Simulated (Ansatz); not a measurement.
Gas-phase electronic energies from Ansatz, PBE0-D4/def2-TZVP geometries. CCSD(T)/CBS is the MP2 limit (def2-TZVPP, def2-QZVPP) plus CCSD(T) − MP2 in def2-TZVPP, frozen cores. This one scheme is used for every species. DFT in def2-TZVPP. Each species was taken in one conformer, which may not be the lowest.

`C[B](F)[AlH2]` + `BBO` → `BB[O][AlH2]` + `CBF`  (cleavage of the Al–B bond)

Question: Is it downhill or uphill in electronic energy at CCSD(T)/CBS, and by how much? (An estimate is asked.)

Answer: The calculation gave: Downhill: ΔE = -44.1 kcal/mol.

Question: What do these levels give: BLYP-D4, r2SCAN-D4, r2SCAN, r2SCAN0, CAM-B3LYP, HF/def2-SVP, HF/def2-TZVPP, SCS-MP2/def2-TZVPP, CCSD/def2-TZVPP, HF/def2-QZVPP, SCS-MP2/def2-QZVPP, MP2/CBS(def2)? (Best estimate.)

Answer: The calculation gave: BLYP-D4 -43.7, r2SCAN-D4 -44.3, r2SCAN -44.3, r2SCAN0 -44.7, CAM-B3LYP -45.7, HF/def2-SVP -47.4, HF/def2-TZVPP -48.4, SCS-MP2/def2-TZVPP -46.4, CCSD/def2-TZVPP -44.4, HF/def2-QZVPP -48.9, SCS-MP2/def2-QZVPP -46.7, MP2/CBS(def2) -46.6 kcal/mol.

Question: What do rigid-rotor, harmonic-oscillator terms from PBE0-D4/def2-TZVP frequencies (298.15 K, 1 bar) make of the CCSD(T)/CBS value? (An estimate is asked.)

Answer: Computed: ΔZPE = -0.8 kcal/mol, ΔH = -45.0 kcal/mol, ΔS = -3 J/(mol·K), ΔG = -44.8 kcal/mol. Modes under 50 cm⁻¹ make the entropy rough.

Largest T1 diagnostic among the species: 0.014.

From BLYP to BHLYP (50 % exact exchange), in def2-TZVPP and without D4, ΔE moves by −3.0 kcal/mol. Leaving LDA and LC-ωPBE aside and taking each functional with its dispersion term where it has one, the values, not all of them listed here, spread over 7.7 kcal/mol, from BHLYP-D4 to revPBE-D4. LDA lies −0.8 kcal/mol from PBE without D4.
